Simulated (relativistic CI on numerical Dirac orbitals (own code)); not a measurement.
Calculated levels, Zn IV

Calculated at this level of theory: Dirac-Coulomb-Breit CI, orbitals from a KLI potential per configuration, QED by a radiative potential, valence Slater integrals scaled by 0.85, P86 correlation estimate, and configurations built on the next ion tied to the tabulated ionisation energy (semi-empirical) (own radial code, finite nucleus).

Configuration list (outside the closed core [Ne] 3s2): 3p6 3d9, 3p6 3d8 4s, 3p6 3d8 4p, 3p6 3d8 4d, 3p6 3d8 5s, 3p6 3d8 4f, 3p6 3d7 4s2, 3p6 3d8 5p, 3p6 3d8 5d, 3p5 3d10, 3p6 3d7 4s 4p, 3p6 3d8 5f, 3p6 3d8 5g, 3p6 3d7 4p2, 3p6 3d7 4s 4d. Levels of other configurations are missing.

The lowest level is 3p6 3d9 2D_5/2, with 100 % of that term; Hund's rules for 3p6 3d9 give 2D with J = 5/2, in agreement.

| No. | Configuration | Term | J | E (cm⁻¹) | % | Landé g | Lifetime (s) | jj configuration (%) |
| --- | --- | --- | --- | --- | --- | --- | --- | --- |
| 1 | 3p6 3d9 | 2D | 5/2 | 0 | 100 | 1.200 |  | 3d5/2^5 (100) |
| 2 | 3p6 3d9 | 2D | 3/2 | 2674 | 100 | 0.799 | 3.23e+00 | 3d3/2^3 3d5/2^6 (100) |
| 3 | 3p6 3d8 4s | 4F | 9/2 | 134434 | 100 | 1.333 | 4.97e-01 | 3d5/2^4 4s (83) |
| 4 | 3p6 3d8 4s | 4F | 7/2 | 136020 | 96 | 1.234 | 6.22e-03 | 3d3/2^3 3d5/2^5 4s (64) |
| 5 | 3p6 3d8 4s | 4F | 5/2 | 137425 | 98 | 1.026 | 1.60e-02 | 3d3/2^3 3d5/2^5 4s (77) |
| 6 | 3p6 3d8 4s | 4F | 3/2 | 138381 | 99 | 0.402 | 6.51e-02 | 3d3/2^2 3d5/2^6 4s (58) |
| 7 | 3p6 3d8 4s | 2F | 7/2 | 141350 | 96 | 1.146 | 2.15e-04 | 3d3/2^3 3d5/2^5 4s (53) |
| 8 | 3p6 3d8 4s | 2F | 5/2 | 143825 | 97 | 0.864 | 2.08e-04 | 3d3/2^3 3d5/2^5 4s (54) |
| 9 | 3p6 3d8 4s | 2D | 5/2 | 154412 | 51 | 1.387 | 8.53e-04 | 3d5/2^4 4s (86) |
| 10 | 3p6 3d8 4s | 2D | 3/2 | 155309 | 80 | 0.951 | 4.69e-04 | 3d5/2^4 4s (68) |
| 11 | 3p6 3d8 4s | 4P | 3/2 | 157491 | 85 | 1.600 | 3.01e-03 | 3d3/2^3 3d5/2^5 4s (90) |
| 12 | 3p6 3d8 4s | 4P | 1/2 | 157677 | 99 | 2.666 | 6.64e-02 | 3d3/2^3 3d5/2^5 4s (36) |
| 13 | 3p6 3d8 4s | 4P | 5/2 | 157713 | 52 | 1.408 | 8.83e-04 | 3d3/2^3 3d5/2^5 4s (65) |
| 14 | 3p6 3d8 4s | 2P | 3/2 | 162896 | 95 | 1.311 | 1.19e-04 | 3d3/2^3 3d5/2^5 4s (70) |
| 15 | 3p6 3d8 4s | 2P | 1/2 | 163731 | 99 | 0.670 | 1.14e-04 | 3d3/2^3 3d5/2^5 4s (63) |
| 16 | 3p6 3d8 4s | 2G | 9/2 | 165225 | 100 | 1.111 | 3.28e-04 | 3d3/2^3 3d5/2^5 4s (83) |
| 17 | 3p6 3d8 4s | 2G | 7/2 | 165259 | 100 | 0.888 | 3.45e-04 | 3d3/2^3 3d5/2^5 4s (83) |
| 18 | 3p6 3d8 4s | 2S | 1/2 | 205172 | 99 | 2.002 | 1.24e-04 | 3d5/2^4 4s (53) |
| 19 | 3p6 3d8 4p | 4D° | 7/2 | 206460 | 95 | 1.418 | 9.60e-10 | 3d5/2^4 4p1/2 (59) |
| 20 | 3p6 3d8 4p | 4D° | 5/2 | 208752 | 94 | 1.352 | 9.30e-10 | 3d3/2^3 3d5/2^5 4p1/2 (40) |
| 21 | 3p6 3d8 4p | 4G° | 9/2 | 209330 | 60 | 1.185 | 9.06e-10 | 3d5/2^4 4p1/2 (75) |
| 22 | 3p6 3d8 4p | 4G° | 11/2 | 209975 | 100 | 1.272 | 8.23e-10 | 3d5/2^4 4p3/2 (83) |
| 23 | 3p6 3d8 4p | 4D° | 3/2 | 210478 | 97 | 1.177 | 9.21e-10 | 3d3/2^3 3d5/2^5 4p3/2 (57) |
| 24 | 3p6 3d8 4p | 4G° | 7/2 | 210810 | 77 | 1.016 | 8.86e-10 | 3d3/2^3 3d5/2^5 4p1/2 (77) |
| 25 | 3p6 3d8 4p | 4D° | 1/2 | 211519 | 99 | 0.002 | 9.14e-10 | 3d3/2^2 3d5/2^6 4p3/2 (55) |
| 26 | 3p6 3d8 4p | 4G° | 5/2 | 211978 | 91 | 0.614 | 8.79e-10 | 3d3/2^2 3d5/2^6 4p1/2 (43) |
| 27 | 3p6 3d8 4p | 4F° | 9/2 | 212258 | 80 | 1.293 | 8.03e-10 | 3d5/2^4 4p3/2 (78) |
| 28 | 3p6 3d8 4p | 4F° | 7/2 | 213483 | 68 | 1.196 | 7.00e-10 | 3d3/2^3 3d5/2^5 4p3/2 (56) |
| 29 | 3p6 3d8 4p | 2G° | 9/2 | 213738 | 64 | 1.137 | 8.91e-10 | 3d3/2^3 3d5/2^5 4p3/2 (85) |
| 30 | 3p6 3d8 4p | 4F° | 5/2 | 214466 | 80 | 1.008 | 7.19e-10 | 3d3/2^3 3d5/2^5 4p3/2 (37) |
| 31 | 3p6 3d8 4p | 4F° | 3/2 | 214833 | 86 | 0.462 | 7.23e-10 | 3d3/2^2 3d5/2^6 4p1/2 (29) |
| 32 | 3p6 3d8 4p | 2G° | 7/2 | 215945 | 68 | 0.967 | 7.13e-10 | 3d3/2^3 3d5/2^5 4p3/2 (60) |
| 33 | 3p6 3d8 4p | 2F° | 7/2 | 216567 | 61 | 1.087 | 4.81e-10 | 3d3/2^3 3d5/2^5 4p3/2 (28) |
| 34 | 3p6 3d8 4p | 2D° | 5/2 | 216647 | 79 | 1.136 | 2.17e-10 | 3d5/2^4 4p3/2 (56) |
| 35 | 3p6 3d8 4p | 2D° | 3/2 | 218566 | 87 | 0.774 | 2.24e-10 | 3d3/2^3 3d5/2^5 4p3/2 (47) |
| 36 | 3p6 3d8 4p | 2F° | 5/2 | 218910 | 76 | 0.922 | 3.08e-10 | 3d3/2^2 3d5/2^6 4p3/2 (35) |
| 37 | 3p6 3d8 4p | 4P° | 3/2 | 226985 | 72 | 1.585 | 6.54e-10 | 3d5/2^4 4p1/2 (55) |
| 38 | 3p6 3d8 4p | 4P° | 5/2 | 227249 | 66 | 1.436 | 5.80e-10 | 3d5/2^4 4p1/2 (42) |
| 39 | 3p6 3d8 4p | 4P° | 1/2 | 227737 | 88 | 2.425 | 9.64e-10 | 3d3/2^3 3d5/2^5 4p1/2 (50) |
| 40 | 3p6 3d8 4p | 2F° | 5/2 | 228713 | 79 | 0.993 | 6.27e-10 | 3d5/2^4 4p3/2 (28) |
| 41 | 3p6 3d8 4p | 2F° | 7/2 | 229867 | 88 | 1.169 | 5.46e-10 | 3d5/2^4 4p3/2 (64) |
| 42 | 3p6 3d8 4p | 2D° | 3/2 | 230330 | 61 | 1.087 | 2.76e-10 | 3d3/2^2 3d5/2^6 4p1/2 (43) |
| 43 | 3p6 3d8 4p | 2P° | 1/2 | 230440 | 87 | 0.906 | 9.01e-10 | 3d5/2^4 4p3/2 (45) |
| 44 | 3p6 3d8 4p | 2D° | 5/2 | 231383 | 79 | 1.241 | 2.69e-10 | 3d3/2^3 3d5/2^5 4p3/2 (35) |
| 45 | 3p6 3d8 4p | 2P° | 3/2 | 231619 | 63 | 1.192 | 5.32e-10 | 3d3/2^2 3d5/2^6 4p3/2 (34) |
| 46 | 3p6 3d8 4p | 4D° | 5/2 | 234227 | 77 | 1.324 | 6.61e-10 | 3d3/2^3 3d5/2^5 4p3/2 (38) |
| 47 | 3p6 3d8 4p | 4D° | 1/2 | 234251 | 97 | 0.021 | 7.53e-10 | 3d3/2^2 3d5/2^6 4p1/2 (34) |
| 48 | 3p6 3d8 4p | 4D° | 3/2 | 234267 | 91 | 1.188 | 6.60e-10 | 3d3/2^3 3d5/2^5 4p1/2 (68) |
| 49 | 3p6 3d8 4p | 4D° | 7/2 | 234705 | 86 | 1.390 | 6.01e-10 | 3d3/2^3 3d5/2^5 4p3/2 (57) |
| 50 | 3p6 3d8 4p | 2H° | 9/2 | 236537 | 99 | 0.911 | 9.64e-10 | 3d3/2^3 3d5/2^5 4p1/2 (68) |
| 51 | 3p6 3d8 4p | 2D° | 5/2 | 236908 | 80 | 1.222 | 5.81e-10 | 3d3/2^3 3d5/2^5 4p3/2 (72) |
| 52 | 3p6 3d8 4p | 2P° | 3/2 | 237721 | 62 | 1.137 | 1.63e-10 | 3d3/2^3 3d5/2^5 4p3/2 (39) |
| 53 | 3p6 3d8 4p | 2H° | 11/2 | 238192 | 100 | 1.091 | 8.96e-10 | 3d3/2^3 3d5/2^5 4p3/2 (83) |
| 54 | 3p6 3d8 4p | 2D° | 3/2 | 238263 | 60 | 1.008 | 2.45e-10 | 3d3/2^3 3d5/2^5 4p3/2 (33) |
| 55 | 3p6 3d8 4p | 2F° | 7/2 | 238669 | 95 | 1.149 | 2.56e-10 | 3d3/2^3 3d5/2^5 4p1/2 (53) |
| 56 | 3p6 3d8 4p | 2P° | 1/2 | 239790 | 88 | 0.785 | 1.36e-10 | 3d3/2^3 3d5/2^5 4p3/2 (67) |
| 57 | 3p6 3d8 4p | 2F° | 5/2 | 239809 | 98 | 0.863 | 2.28e-10 | 3d3/2^3 3d5/2^5 4p3/2 (79) |
| 58 | 3p6 3d8 4p | 4S° | 3/2 | 240720 | 97 | 1.987 | 6.60e-10 | 3d3/2^3 3d5/2^5 4p3/2 (47) |
| 59 | 3p6 3d8 4p | 2S° | 1/2 | 241085 | 89 | 1.856 | 5.02e-10 | 3d3/2^3 3d5/2^5 4p3/2 (52) |
| 60 | 3p6 3d8 4p | 2G° | 7/2 | 245178 | 98 | 0.892 | 7.33e-10 | 3d3/2^3 3d5/2^5 4p3/2 (57) |
| 61 | 3p6 3d8 4p | 2G° | 9/2 | 245463 | 98 | 1.109 | 7.42e-10 | 3d3/2^3 3d5/2^5 4p3/2 (68) |
| 62 | 3p6 3d8 4p | 2P° | 1/2 | 279445 | 99 | 0.666 | 4.34e-10 | 3d5/2^4 4p1/2 (51) |
| 63 | 3p6 3d8 4p | 2P° | 3/2 | 281356 | 99 | 1.334 | 4.64e-10 | 3d5/2^4 4p3/2 (54) |
| 64 | 3p6 3d7 4s2‡ | 4F | 9/2 | 305423 | 65 | 1.329 | 6.68e-10 | 3d5/2^3 (37) |
| 65 | 3p6 3d8 4d | 4D | 7/2 | 305486 | 87 | 1.402 | 2.56e-10 | 3d5/2^4 4d3/2 (44) |
| 66 | 3p6 3d8 4d | 4P | 5/2 | 305829 | 48 | 1.468 | 2.45e-10 | 3d5/2^4 4d3/2 (76) |
| 67 | 3p6 3d8 4d | 4H | 13/2 | 306525 | 100 | 1.231 | 2.48e-10 | 3d5/2^4 4d5/2 (83) |
| 68 | 3p6 3d8 4d | 4H | 11/2 | 306845 | 53 | 1.140 | 2.44e-10 | 3d5/2^4 4d3/2 (79) |
| 69 | 3p6 3d8 4d | 4D | 3/2 | 306989 | 50 | 1.343 | 2.56e-10 | 3d5/2^4 4d5/2 (58) |
| 70 | 3p6 3d7 4s2‡ | 4F | 7/2 | 307167 | 40 | 1.223 | 4.03e-10 | 3d3/2^3 3d5/2^4 (33) |

Energies count from the lowest computed level; ° marks odd parity; lifetimes are radiative, by E1, M1, E2 decay to levels of this space only. Filled j subshells are mostly left out of the jj labels. ‡ marks configurations that were not tied to measured data.

The mean weight of the leading LS term, summed over parents, in these 70 levels is 83 %, and that of the leading jj configuration (from the same eigenvectors) 59 %, so LS coupling describes them better.

Configurations that consist of the next ion and one excited electron were tied to the tabulated ionisation energy; Rydberg ones are usually within 1,000 to 3,000 cm⁻¹ and the lowest ones within about 6,000 (9,000 in d shells), while levels on excited terms of the next ion carry the error of that term, and the other configurations can be misplaced by 10,000 cm⁻¹ or more. Rates follow the energies as ν³ (E1, M1) or ν⁵ (E2), so rates, branching and lifetimes can be off by large factors. The fine structure of a lone outer electron comes out too small, for d and f at times inverted, and misplaced configurations move strength between like terms. 55 of the 58 excited levels that our extract of the measured tables holds in this range could be paired (the sources list more); they are missed by 4878 cm⁻¹ on average and 6284 at most, and levels without a partner can miss by more.

LS names give the leading component of a level, which can be under half, so a name can repeat, a term be missing and a line seem to break the LS rules.
